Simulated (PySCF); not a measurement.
C2H4AlNO2, SMILES [CH3][Al]([OH])[N]=C=O.

Geometry optimised at PBE0-D3(BJ)/def2-SVP. The structure was generated by enumeration; whether it is a known compound was not checked. One conformer was computed; it need not be the lowest.

Two levels are set side by side: PBE/def2-TZVP (PySCF) and r2SCAN/def2-TZVP (PySCF). Same geometry, gas phase. Differences are taken from unrounded values.

| quantity | PBE |
|---|---|
| orbital gap (eV) | 5.76 |
| highest occupied level (eV) | -7.00 |
| lowest empty level (eV) | -1.24 |
| dipole moment (D) | 1.66 |
| mean polarisability (bohr³) | 60.8 |

Question: These are the PBE values. What does r2SCAN give? (Estimate from the structure and the level; the computed values follow.)

Answer: 
```
quantity                     r2SCAN  PBE minus r2SCAN
---------------------------  ------  ----------------
orbital gap (eV)               6.44             -0.67
highest occupied level (eV)   -7.32              0.32
lowest empty level (eV)       -0.88             -0.35
dipole moment (D)              1.63              0.03
mean polarisability (bohr³)    58.4               2.4
```

Rough cost on one machine, each run with all the roots and properties that it gave: r2SCAN against PBE about 3 times.
